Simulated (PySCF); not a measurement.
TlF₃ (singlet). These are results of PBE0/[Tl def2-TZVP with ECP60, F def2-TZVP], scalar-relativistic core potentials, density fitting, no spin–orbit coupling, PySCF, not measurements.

Harmonic bands of its minimum:

```tsv
ω (cm⁻¹)	IR (km/mol, summed over degenerate members)	degeneracy
71	58.0	2
132	32.9	1
565	0.0	1
565	186	2
```

The central atom is Tl. Infer the point group and assign the bands.

D3h. The modes span 2e' + a2'' + a1': 71 e', 132 a2'', 565 a1', 565 e'. The computed geometry has Tl–F 1.993 Å (×3); F–Tl–F 120.0° (×3).

Spin–orbit coupling, left out here, can matter for elements this heavy.
